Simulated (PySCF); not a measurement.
SMILES C[C](C)(C)[Be][F] (C4H9BeF) (GFN2-xTB optimised geometry):

```
15

Be    -1.031     0.065     0.000
F     -2.403     0.060    -0.010
C      0.724     0.065     0.000
C      1.312     1.050     1.028
C      1.302    -1.323     0.335
C      1.296     0.463    -1.374
H      2.403     1.020     0.994
H      1.000     0.798     2.039
H      0.997     2.070     0.821
H      0.990    -1.652     1.325
H      0.978    -2.070    -0.386
H      2.393    -1.289     0.319
H      0.973    -0.226    -2.151
H      0.981     1.465    -1.657
H      2.388     0.449    -1.343
```

Method: PBE0/def2-TZVP (PySCF).

Question: What are the frontier orbital energies and the dipole moment?

Answer: HOMO-2 -9.09 eV, HOMO-1 -9.09 eV, HOMO -7.59 eV, LUMO -0.17 eV, LUMO+1 0.51 eV; dipole moment 1.02 D.

On the same geometry PBE/def2-TZVP run with PySCF gives HOMO-2 -7.74 eV, HOMO-1 -7.73 eV, HOMO -6.35 eV, LUMO -0.83 eV, LUMO+1 -0.32 eV; dipole moment 0.94 D.

Meta-Löwdin charges at PBE0/def2-TZVP: Be1 1.32, F2 -0.79, C3 -0.43, C4 -0.35, C5 -0.35, C6 -0.35, H7 0.10, H8 0.11, H9 0.11, H10 0.11, H11 0.11, H12 0.10, H13 0.11, H14 0.11, H15 0.10.
